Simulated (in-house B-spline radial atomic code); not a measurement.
The outermost shell (largest non-relativistic mean radius) with and without relativity; Dirac values are averaged over j. Computed with an all-electron radial atomic-structure program (B-spline basis): non-relativistic Hartree-Fock and Dirac-Hartree-Fock, averages of the configuration (point nuclei without relativity, finite nuclei with it).

```tsv
ion	configuration	outermost shell	radius non-relativistic (bohr)	radius Dirac (bohr)	radius change (%)	level non-relativistic (eV)	level Dirac (eV)
Be3+	1s1	1s	0.375	0.37489	-0.028402	-217.691	-217.74
B3+	1s2	1s	0.32449	0.32436	-0.039967	-259.650	-259.73
C3+	[He] 2s1	?	?	?	?	?	?
N3+	[He] 2s2	2s	1.112	1.1112	-0.071456	-75.287	-75.335
O3+	[He] 2s2 2p1	2s	0.9826	0.98165	-0.096964	-88.279	-88.361
F3+	[He] 2s2 2p2	?	?	?	?	?	?
Ne3+	[He] 2s2 2p3	2s	0.79637	0.79509	-0.16037	-117.076	-117.27
```

Fill in the row of C3+.

outermost shell: 2s; radius non-relativistic (bohr): 1.28; radius Dirac (bohr): 1.2793; radius change (%): -0.052441; level non-relativistic (eV): -64.355; level Dirac (eV): -64.385.

Fill in the row of F3+.

outermost shell: 2s; radius non-relativistic (bohr): 0.87986; radius Dirac (bohr): 0.87874; radius change (%): -0.12659; level non-relativistic (eV): -102.207; level Dirac (eV): -102.34.

Which member changes most?

Neon (Ne3+): its 2s shell contracts by 0.2 %.
